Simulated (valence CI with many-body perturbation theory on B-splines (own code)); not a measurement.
**Level structure of Cd²⁵⁺**

Method: configuration interaction combined with many-body perturbation theory (CI+MBPT): five valence electrons over a frozen Dirac-Fock core [Ar], radial functions for each j: 7 s, 7 p, 8 d, 6 f, 4 g, 1 h, with the one-electron correlation potential Σ1 (screened to all orders), the two-electron term Σ2, the three-electron term Σ3, Breit, model QED; selected single and double excitations, second order for the rest (own B-spline code, finite nucleus).

No measured spectrum was set against this ion. As an estimate, terms of the open shell hold to 2 to 4 % of their energy, and close levels can change places. Core correlation moves these levels by up to 13000 cm⁻¹, and in measured spectra 5 to 20 % of such shifts remained as error; rates that hang on mixing are uncertain with them. Only levels of the ground parity were solved; by the run's estimate the other parity begins above the list, which can be wrong where configurations are misplaced.

Levels 1 to 37 of 37, with energies above the lowest level, 3d5 6S_5/2. "Leading %" is the weight of the configuration and term that name the level; weights of strongly mixed levels are sums over their largest components and can fall short. In the jj column 3d3/2^4 stands for four electrons in 3d with j = 3/2. Lifetimes count E1, E2, E3, M1 and M2 decay at the calculated energies, and are blank where another channel may lead or the interval is too uncertain; long ones can be off by a factor of two.

```
No.  Configuration  Term     J  E (cm⁻¹)  Leading %               Leading jj      g  Lifetime
  1            3d5    6S   5/2         0         80   3d3/2^3 3d5/2^2 (41 %)  1.905          
  2            3d5    4G   5/2     85510         26     3d3/2^4 3d5/2 (65 %)  1.064    225 μs
  3            3d5    4G   7/2    117850         61   3d3/2^3 3d5/2^2 (88 %)  1.092    973 μs
  4            3d5    4P   3/2    121760         46   3d3/2^3 3d5/2^2 (87 %)  1.373    119 μs
  5            3d5    4G  11/2    122510         73   3d3/2^3 3d5/2^2 (75 %)  1.209          
  6            3d5    4G   5/2    128890         42   3d3/2^3 3d5/2^2 (52 %)  1.065    172 μs
  7            3d5    4G   9/2    130860         80   3d3/2^3 3d5/2^2 (56 %)  1.164   13.5 ms
  8            3d5    4P   1/2    139970         66   3d3/2^3 3d5/2^2 (58 %)  1.907   3.68 ms
  9            3d5    4D   7/2    160940         62   3d3/2^2 3d5/2^3 (73 %)  1.284    432 μs
 10            3d5    4D   5/2    168430         32   3d3/2^3 3d5/2^2 (52 %)  1.259    144 μs
 11            3d5    2I  11/2    182710         69   3d3/2^2 3d5/2^3 (79 %)  1.006    360 μs
 12            3d5    4D   1/2    185850         73   3d3/2^2 3d5/2^3 (86 %)  0.689    217 μs
 13            3d5    2F   7/2    188880         42   3d3/2^3 3d5/2^2 (65 %)  1.125    544 μs
 14            3d5    4D   3/2    189580         46   3d3/2^2 3d5/2^3 (62 %)  1.259    191 μs
 15            3d5    2G   9/2    199370         48   3d3/2^2 3d5/2^3 (58 %)  1.155    386 μs
 16            3d5    4F   3/2    200050         49   3d3/2^2 3d5/2^3 (71 %)  0.773   89.2 μs
 17            3d5    2I  13/2    200220        100  3d3/2^2 3d5/2^3 (100 %)  1.073   2.20 ms
 18            3d5    2F   5/2    211840         31   3d3/2^2 3d5/2^3 (58 %)  1.041   78.3 μs
 19            3d5    2H   9/2    234750         54   3d3/2^2 3d5/2^3 (99 %)  1.097   97.7 μs
 20            3d5    4F   5/2    236450         33   3d3/2^2 3d5/2^3 (53 %)  1.099   77.2 μs
 21            3d5    2G   7/2    244590         58   3d3/2^2 3d5/2^3 (90 %)  1.006    344 μs
 22            3d5    2D   3/2    257860         54     3d3/2 3d5/2^4 (51 %)  0.693    168 μs
 23            3d5    2F   5/2    258070         48   3d3/2^2 3d5/2^3 (63 %)  1.027   80.8 μs
 24            3d5    2F   7/2    262980         62     3d3/2 3d5/2^4 (58 %)  1.094   84.6 μs
 25            3d5    4F   7/2    280170         46     3d3/2 3d5/2^4 (61 %)  1.166    106 μs
 26            3d5    2S   1/2    281210         81   3d3/2^2 3d5/2^3 (36 %)  1.939   84.0 μs
 27            3d5    2H  11/2    282790         68     3d3/2 3d5/2^4 (94 %)  1.061          
 28            3d5    2G   9/2    286300         49     3d3/2 3d5/2^4 (61 %)  1.095    159 μs
 29            3d5    2D   5/2    314530         55     3d3/2 3d5/2^4 (54 %)  1.081   50.7 μs
 30            3d5    2D   3/2    314620         85     3d3/2 3d5/2^4 (49 %)  0.826   50.8 μs
 31            3d5    2D   5/2    344120         61           3d5/2^5 (36 %)  1.118   55.6 μs
 32            3d5    2G   9/2    349620         97   3d3/2^2 3d5/2^3 (65 %)  1.108          
 33            3d5    2G   7/2    363740         85     3d3/2 3d5/2^4 (67 %)  0.923          
 34            3d5    2P   3/2    398150         82   3d3/2^2 3d5/2^3 (80 %)  1.231          
 35            3d5    2P   1/2    424120         90     3d3/2 3d5/2^4 (54 %)  0.787   64.5 μs
 36            3d5    2D   5/2    454650         95   3d3/2^2 3d5/2^3 (68 %)  1.192   35.9 μs
 37            3d5    2D   3/2    470590         81     3d3/2 3d5/2^4 (76 %)  0.885   39.4 μs
```

Names give the largest LS component (configuration and term), which can be under half, so a name can repeat, a term be missing and a line seem to break the LS rules; names also repeat where a configuration has a term twice.

The ionisation energy to 3d4 5D_0 of the next ion comes out as 1319.9 eV (NIST: 1320 ± 4 eV (theoretical)). All 37 levels together are meant to be complete up to 489940 cm⁻¹.
